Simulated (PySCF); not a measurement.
Species: C3H9AsSe.
Bonds: C1–As2, As2–C3, C3–Se4, Se4–C5. Hydrogens: H6, H7, H8 on C1; H9 on As2; H10, H11 on C3; H12, H13, H14 on C5.

A GFN2-xTB structure was refined with PySCF, PBE0-D3(BJ)/def2-SVP geometry optimisation, gas phase. Its GFN2-xTB values:

```csv
coordinate,GFN2-xTB
C1–As2,1.970 Å
C1–H6,1.090 Å
As2–C3,1.987 Å
As2–H9,1.516 Å
C3–Se4,1.962 Å
C3–H10,1.093 Å
Se4–C5,1.952 Å
C5–H12,1.088 Å
C1–As2–C3,96.6°
As2–C3–Se4,111.4°
C3–Se4–C5,96.7°
C1–As2–C3–Se4,-73°
As2–C3–Se4–C5,-173°
```

Q: How do these coordinates change at the PBE0-D3(BJ)/def2-SVP level?

A: 
| coordinate | PBE0-D3(BJ)/def2-SVP (Å or °) | change |
| --- | --- | --- |
| C3–Se4 | 1.947 | -0.015 |
| As2–H9 | 1.529 | +0.013 |
| C5–H12 | 1.099 | +0.011 |
| Se4–C5 | 1.942 | -0.010 |
| C1–H6 | 1.099 | +0.009 |
| C3–H10 | 1.100 | +0.007 |
| As2–C3 | 1.981 | -0.006 |
| C1–As2 | 1.966 | -0.004 |
| As2–C3–Se4 | 109.6 | -1.8 |
| C1–As2–C3 | 97.2 | +0.6 |
| C3–Se4–C5 | 97.1 | +0.4 |
| As2–C3–Se4–C5 | 168 | -19 |
| C1–As2–C3–Se4 | -79 | -6 |

The energy falls by 3.2 kJ/mol over 9 energy and gradient evaluations, the largest force component goes from 0.0118 to 2.9e-04 Eh/bohr, and the atoms move by 0.231 Å rms after alignment. The bond that changes most is C3–Se4 (ends: sp3 carbon bound to selenium; selenium bonded to 2 C), which shortens by 0.015 Å. Bonds longer at the end by more than 0.005 Å: 9 of 13; shorter: 3. Among the dihedrals that turn most is H10–C3–Se4–C5, from -53° to -73°. Rotational constants go from 5016, 801.5, 756.9 to 4925, 805.5, 784.8 MHz.

The run used 151 basis functions and 59 SCF cycles in all. Time: 2.1 min of wall time; peak memory 0.70 GiB. Hardware: one thread of an Arm Neoverse N1, shared host with 64 logical CPUs at a one-minute load of 60.

Whether it is a minimum is left open (no frequencies). The numbers are those of one conformer.
